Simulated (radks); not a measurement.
Fractional charge and spin in the 4d shell of indium: the spin-up occupation runs from 4 to 5 and the spin-down occupation from 4 to 5; the fullest corner is In2+, [Kr] 5s(up 0.5, down 0.5) 4d(up 5, down 5). All-electron calculation, scalar-relativistic Kohn-Sham, PBE, spin-polarised, spherical densities, point nucleus. Program: a radial shooting solver on a logarithmic mesh with Libxc functionals. Energy (eV) above the fullest corner. The planes named below are the two flat planes that join the four corners, with an edge along up + down = one added electron.

down \ up        4    4.25     4.5    4.75       5
4          105.991  88.962  73.021  58.150  44.332
4.25        88.962  73.075  58.256  44.489  31.755
4.5         73.021  58.256  44.541  31.857  20.187
4.75        58.150  44.489  31.857  20.237   9.609
5           44.332  31.755  20.187   9.609   0.000

Corners above the fullest one (they belong to In3+ and the next ion): (up 5, down 4) 44.332 eV, (up 4, down 5) 44.332 eV, (up 4, down 4) 105.99 eV. With half an added electron in each spin the energy lies 0.209 eV from the planes, and with half an added electron in spin up alone -2.141 eV. The planes are only a guide here: the flat-plane condition holds for ground states with one frontier orbital, while this shell lies below other occupied shells, so the corners above the fullest one are inner-hole states and not the ground states of those ions.
